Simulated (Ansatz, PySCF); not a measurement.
Cl3GeH, SMILES [Cl][GeH]([Cl])[Cl] (connectivity only; charge and spin as stated), charge -1, multiplicity 2. Atoms are numbered in the order given.

```xyz
5

Ge     0.1664    -0.0052     0.0000
Cl    -0.2115    -1.1640    -2.0651
Cl     0.1178     2.3913     0.0000
Cl    -0.2115    -1.1640     2.0651
H      1.7285    -0.1502     0.0000
```
Charge -1, spin multiplicity 2.

Geometry optimised at B3LYP-D3(BJ)/def2-SVPD. The spin state was assumed, not searched. The isomer is the one that the SMILES or the coordinates give; other isomers of the formula were not compared.

Two levels are set side by side: PBE-D3(BJ)/def2-SVPD (Ansatz, a quantum-chemistry and plane-wave program) and B3LYP-D3(BJ)/def2-SVPD (Ansatz). Each level has its own optimised geometry; the coordinates shown are those of the second. Frequencies come from the Hessian of PySCF at each geometry. Differences are taken from unrounded values.

```json
[
 {"quantity": "mean bond length (Å)", "B3LYP-D3(BJ)": "2.190"},
 {"quantity": "bond Ge1–Cl2 (Å)", "B3LYP-D3(BJ)": "2.398"},
 {"quantity": "bond Ge1–Cl3 (Å)", "B3LYP-D3(BJ)": "2.397"},
 {"quantity": "bond Ge1–Cl4 (Å)", "B3LYP-D3(BJ)": "2.398"},
 {"quantity": "bond Ge1–H5 (Å)", "B3LYP-D3(BJ)": "1.569"},
 {"quantity": "highest harmonic wavenumber (cm⁻¹)", "B3LYP-D3(BJ)": "1961"},
 {"quantity": "mean harmonic wavenumber (cm⁻¹)", "B3LYP-D3(BJ)": "475"},
 {"quantity": "zero-point energy (kcal/mol)", "B3LYP-D3(BJ)": "6.11"}
]
```

Problem. What does PBE-D3(BJ) give, and how far is it from B3LYP-D3(BJ)? (Estimate from the structure and the level; the computed values follow.)

Solution. 
```tsv
quantity	PBE-D3(BJ)	PBE-D3(BJ) minus B3LYP-D3(BJ)
mean bond length (Å)	2.191	0.001
bond Ge1–Cl2 (Å)	2.394	-0.004
bond Ge1–Cl3 (Å)	2.394	-0.003
bond Ge1–Cl4 (Å)	2.394	-0.004
bond Ge1–H5 (Å)	1.583	0.014
highest harmonic wavenumber (cm⁻¹)	1899	-62
mean harmonic wavenumber (cm⁻¹)	461	-13
zero-point energy (kcal/mol)	5.94	-0.17
```
